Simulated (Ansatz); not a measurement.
Cl2F3HSi2 (`F[Si](F)(F)[SiH](Cl)Cl`), relaxed with RKS PBE-D4/def2-SVP in Ansatz 0.2.0 from a rough embedded geometry. The force threshold is 0.03 eV/Å; the program also tests the step.

The species carries charge 0 and has multiplicity 1.

Start:

```xyz
8

F     0.417    1.806   -1.520
Si   -0.158    1.183   -0.135
F     0.612    1.884    1.059
F    -1.681    1.666   -0.004
Si    0.050   -1.111    0.000
Cl    2.031   -1.748   -0.082
Cl   -0.640   -1.877    1.758
H    -0.630   -1.803   -1.077
```

| step | energy (eV) | largest force (eV/Å) | largest move (Å) |
| --- | --- | --- | --- |
| 1 | -48929.8495 | 1.149 | 0.000 |
| 2 | -48929.9684 | 0.637 | 0.195 |
| 3 | -48930.0047 | 0.156 | 0.052 |
| 4 | -48930.0076 | 0.038 | 0.016 |
| 5 | -48930.0080 | 0.043 | 0.013 |
| 6 | -48930.0081 | 0.022 | 0.018 |

End:

```xyz
8

F     0.440    1.756   -1.503
Si   -0.144    1.166   -0.111
F     0.666    1.861    1.107
F    -1.694    1.627    0.003
Si    0.055   -1.161   -0.022
Cl    2.073   -1.608   -0.145
Cl   -0.731   -1.769    1.795
H    -0.666   -1.872   -1.124
```

It took 18 s on 2 threads of an AMD EPYC 7R13 on a shared host, with 0.2 GiB of host memory at the peak.
